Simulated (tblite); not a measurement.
C₂H₈F₃NSi₂ (charge +1 and doublet state).
Cartesian coordinates in Å at the GFN2-xTB level; atoms count from 1:
```xyz
16
C2H8F3NSi2 angstrom
F      3.6336    0.3258    0.4087
C      2.3993   -0.1103    0.2365
F      2.1563   -0.1616   -1.0948
F      2.3242   -1.3694    0.6721
C      1.3463    0.7771    0.9035
N      0.0260    0.2526    0.6259
Si    -0.5914    0.1632   -0.9679
Si    -3.0923    0.5714   -0.3510
H      1.5425    0.8137    1.9765
H      1.4542    1.7801    0.4843
H     -0.2515   -0.4369    1.3132
H     -0.5973   -1.1259   -1.6476
H     -0.2150    1.3650   -1.6963
H     -3.6521    0.5663   -1.6956
H     -3.0801    1.8521    0.3438
H     -3.4102   -0.5868    0.4771
```

Level: GFN2-xTB in tblite, geometry and Hessian alike; calculated harmonic values, unscaled, isolated species. Against measured fundamentals such values can be off by several per cent, at times by over 20. Modes of hydrogen on silicon can be 10 to 20 % off. One conformer, not necessarily the lowest. Open shells enter through the occupations alone, without spin polarisation, and single modes of such species can be off by tens of per cent.

Harmonic wavenumbers (cm⁻¹): 31.6, 46.2, 56.8, 59.0, 88.1, 174.0, 205.1, 248.7, 319.8, 331.8, 344.2, 357.4, 409.4, 467.8, 493.6, 495.7, 535.5, 605.4, 639.2, 683.7, 695.1, 707.7, 712.3, 805.2, 831.6, 909.8, 1053.6, 1117.2, 1146.4, 1161.2, 1181.8, 1285.4, 1322.5, 1429.0, 2289.8, 2311.4, 2325.6, 2341.4, 2348.0, 2987.4, 3000.4, 3399.1.

A = 3759, B = 574.3, C = 557.1 MHz; mass 159.015 u (most abundant isotopes); point group C1, symmetry number 1; spin multiplicity 2.

Q: What is the zero-point energy?

A: Half the sum of the wavenumbers: 20977 cm⁻¹ = 250.94 kJ/mol.

Q: Entropy at 500 K, 1 bar (ideal gas, RRHO, classical rotation)?

A: Translation 182.82, rotation 131.84, vibration 267.04, spin (R ln 2) 5.76: S = 587.5 J/(mol K).

Q: And Cp and H(500 K) − H(0)?

A: Cp = 246.61 J/(mol K), of which vibrations give 213.35 (their classical limit is 42 R = 349.2); H(500 K) − H(0) = 79.36 kJ/mol without the zero-point energy, 62.73 from vibrations.

Q: Blend soft modes into free rotors: weight 1/[1 + (100 cm⁻¹/ν̃)⁴] for the oscillator and the rest for a rotor with moment μB/(μ + B), μ = h/(8π²ν), B = 10⁻⁴⁴ kg m². What vibrational entropy results?

A: 234.45 J/(mol K) in place of 267.04, which changes −T·S at 500 K by +16.30 kJ/mol.

Q: Which modes carry the vibrational entropy at 500 K?

A: 31.6 cm⁻¹: 28.25; 46.2 cm⁻¹: 25.10; 56.8 cm⁻¹: 23.38; 59.0 cm⁻¹: 23.07; 88.1 cm⁻¹: 19.75; 174.0 cm⁻¹: 14.15 J/(mol K); the other 36 give 133.34 together.

Q: How do the functions run with temperature in this model?

A: 
```tsv
T (K)	S (J/(mol K))	Cp (J/(mol K))	H − H(0) (kJ/mol)	G − H(0) (kJ/mol)	ln q(vib)
100	328.1	93.5	6.62	-26.20	3.41
200	408.9	145.0	18.57	-63.21	7.14
300	476.3	188.4	35.33	-107.55	10.62
800	715.1	295.4	161.39	-410.68	25.32
1000	783.3	315.6	222.60	-560.70	30.13
```

q(vib) and H(0) count from the zero-point level.

Q: What must be added to the electronic energy to get the Gibbs energy at 500 K and 1 bar?

A: ZPE + [H(500 K) − H(0)] − T·S = 250.94 + 79.36 − 293.73 = 36.57 kJ/mol.

Hindered rotation and anharmonicity are outside this model. Other conformers, if any are populated, would add a mixing term that is left out. The structure is chiral; the term R ln 2 for an equal mix with its mirror image is left out.

Time: 0.75 s. Hardware: an Intel Xeon at 2.60 GHz with one thread, on a shared host. This covers the Hessian and the dipole derivatives.
